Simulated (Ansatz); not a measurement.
`CC(C)N([SiH3])C(C)C` and `CC(C)N[SiH3]` differ in one atom or group.

Ansatz, PBE0-D4/def2-TZVP geometries, multiplicity 1. Each molecule was computed in one conformer, which needn't be the lowest.

```json
{"property": "LUMO energy (PBE/def2-TZVPP) / eV", "`CC(C)N([SiH3])C(C)C`": "-0.08"}
{"property": "size of the dipole moment (B3LYP/def2-TZVPP) / D", "`CC(C)N([SiH3])C(C)C`": "1.31"}
{"property": "HOMO energy (PBE0/def2-TZVPP) / eV", "`CC(C)N([SiH3])C(C)C`": "-6.21"}
{"property": "HOMO energy (B3LYP/def2-TZVPP) / eV", "`CC(C)N([SiH3])C(C)C`": "-5.99"}
{"property": "LUMO energy (PBE0/def2-TZVPP) / eV", "`CC(C)N([SiH3])C(C)C`": "0.75"}
{"property": "HOMO energy (ωB97M-V/def2-TZVPP) / eV", "`CC(C)N([SiH3])C(C)C`": "-8.51"}
```

(1) What does the change do to each property? (An estimate is asked.)

Results:

(1) The calculation gave: 
```tsv
property	`CC(C)N[SiH3]`	shift
LUMO energy (PBE/def2-TZVPP) / eV	-0.28	-0.20
size of the dipole moment (B3LYP/def2-TZVPP) / D	1.31	0.00
HOMO energy (PBE0/def2-TZVPP) / eV	-6.75	-0.54
HOMO energy (B3LYP/def2-TZVPP) / eV	-6.54	-0.55
LUMO energy (PBE0/def2-TZVPP) / eV	0.56	-0.19
HOMO energy (ωB97M-V/def2-TZVPP) / eV	-9.09	-0.58
```

With PBE0 the HOMO falls by 0.54 eV and the LUMO falls by 0.19 eV, so the gap widens by about 0.35 eV. PBE moves the HOMO by -0.50 eV and ωB97M-V by -0.58 eV. Dipoles are sizes alone; their direction can turn.

Positive LUMOs are unbound, so they and the gaps depend on the basis.

B3LYP here is the variant with VWN-RPA as its local correlation; programs differ in this.
